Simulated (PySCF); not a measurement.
RbI: energy against distance

Set-up: basis Rb x2c-TZVPall, I x2c-TZVPall; spin-free X2C with a Gaussian nucleus; PySCF 2.14. Energies in eV from Rb + I in their ground configurations at the same level. All curves are PBE0. state 1: ¹Σ⁺ (singlet), closed shell; state 2: triplet, unpaired electrons σ ↑, π ↑, a second solution, started from another occupation.

```json
{"R (Å)": "2.732", "state 1": "-2.947", "state 2": "1.4258"}
{"R (Å)": "2.859", "state 1": "-3.267", "state 2": "0.9522"}
{"R (Å)": "2.986", "state 1": "-3.437", "state 2": "0.6282"}
{"R (Å)": "3.082", "state 1": "-3.495", "state 2": "0.4551"}
{"R (Å)": "3.177", "state 1": "-3.510", "state 2": "0.3261"}
{"R (Å)": "3.272", "state 1": "-3.492", "state 2": "0.2300"}
{"R (Å)": "3.399", "state 1": "-3.433", "state 2": "0.1395"}
{"R (Å)": "3.558", "state 1": "-3.321", "state 2": "0.0676"}
{"R (Å)": "3.749", "state 1": "-3.157", "state 2": "0.0184"}
{"R (Å)": "4.003", "state 1": "-2.919", "state 2": "-0.0130"}
```

Put a parabola through the three lowest points of the state 1 curve and estimate Re, k and ωe (reduced mass 50.87 u; 1 eV/Å² = 0.16022 mdyn/Å; ωe = 1302.8·√(k/μ) cm⁻¹).

Through R = 3.082, 3.177, 3.272 Å the second-order coefficient is 1.83 eV/Å², so Re ≈ 3.173 Å, k ≈ 0.586 mdyn/Å and ωe ≈ 140 cm⁻¹. A polynomial fit of higher order to the unrounded PBE0 energies gives Re = 3.167 Å, k = 0.582 mdyn/Å, ωe = 139 cm⁻¹; anharmonicity and rounding make the difference.

The higher-order fit for each curve: state 1: Re = 3.167 Å, ωe = 139 cm⁻¹, De = 3.51 eV. State 2 gave no clean fit.

These are scalar-relativistic numbers at best; spin–orbit coupling would shift them, the dissociation energy most.
